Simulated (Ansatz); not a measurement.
`[CH3][In]([SiH3])[Cl]` + `ClC(Br)Br` → `[CH3][In]([Cl])[Cl]` + `[SiH3]C(Br)Br`  (formal exchange of groups at the In–Si bond)

Calculated with Ansatz (gas phase, PBE0-D4/def2-TZVP geometries, no zero-point term in ΔE). CCSD(T)/CBS adds triple-zeta CCSD(T) − MP2 to the extrapolated MP2 energy (def2 sets, frozen cores). DFT in def2-TZVPP. def2 core potentials past Kr. For Br, In outer-core shells are correlated without core-valence functions, which leaves a few kJ/mol of doubt a bond. Scalar relativity is left out up to krypton.

```csv
level,ΔE (eV)
r2SCAN-D4,-1.70
PBE,-1.50
r2SCAN,-1.69
HF/def2-TZVPP,-2.04
CCSD(T)/def2-TZVPP,-1.76
MP2/def2-QZVPP,-1.80
SCS-MP2/def2-QZVPP,-1.81
CCSD/CBS(def2),-1.80
```

(1) What does CCSD(T)/CBS give? (An estimate is asked.)

Largest T1 diagnostic among the species: 0.012.

## Answers

(1) The calculation gave: -1.77 eV. The listed levels differ from it by 0.07, 0.27, 0.08, -0.27, 0.01, -0.03, -0.04, -0.03 eV.

In def2-TZVPP, CCSD(T) changes the Hartree–Fock value by +0.29 eV (the triples alone add +0.03 eV) and MP2 by +0.26 eV. From PBE to PBE0 (25 % exact exchange), in def2-TZVPP and without D4, ΔE moves by −0.13 eV.
